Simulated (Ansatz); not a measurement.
Reaction (cleavage of the B–In bond): `[InH2][B]1CO1` + `C[SeH]` → `C[Se]B1CO1` + `[InH3]`

Program: Ansatz. Geometries: PBE0-D4/def2-TZVP. ΔE: electronic, gas phase. CCSD(T)/CBS is the MP2 limit (def2-TZVPP, def2-QZVPP) plus CCSD(T) − MP2 in def2-TZVPP, frozen cores. DFT in def2-TZVPP. B3LYP here is the variant with VWN-RPA as its local correlation; programs differ in this. def2 core potentials past Kr. For In, Se outer-core shells are correlated without core-valence functions, which leaves a few kJ/mol of doubt a bond. Scalar relativity is left out up to krypton. One conformer a species, not always the lowest.

| level | ΔE (kJ/mol) | difference from CCSD(T)/CBS |
| --- | --- | --- |
| r2SCAN-D4 | -61.4 | -8.2 |
| PBE0-D4 | -58.5 | -5.3 |
| B3LYP-D4 | -58.3 | -5.1 |
| ωB97X-V | -55.6 | -2.4 |
| ωB97M-V | -55.8 | -2.6 |
| B2PLYP | -55.6 | -2.4 |
| PBE | -55.1 | -1.9 |
| r2SCAN | -60.4 | -7.2 |
| HF/def2-TZVPP | -55.8 | -2.6 |
| MP2/def2-TZVPP | -58.7 | -5.5 |
| SCS-MP2/def2-TZVPP | -55.9 | -2.7 |
| CCSD/def2-TZVPP | -52.6 | 0.6 |
| CCSD(T)/def2-TZVPP | -54.2 | -1.0 |
| HF/def2-QZVPP | -54.8 | -1.6 |
| MP2/CBS(def2) | -57.7 | -4.5 |
| CCSD/CBS(def2) | -51.6 | 1.6 |
| CCSD(T)/CBS | -53.2 | 0 |

Largest T1 diagnostic among the species: 0.016.

The D4 term adds −4.7 kJ/mol with B3LYP and −2.6 kJ/mol with PBE0; it sums over pairs of atoms, weighted by their polarisabilities, and B3LYP, whose exchange is more repulsive, gets the larger term.
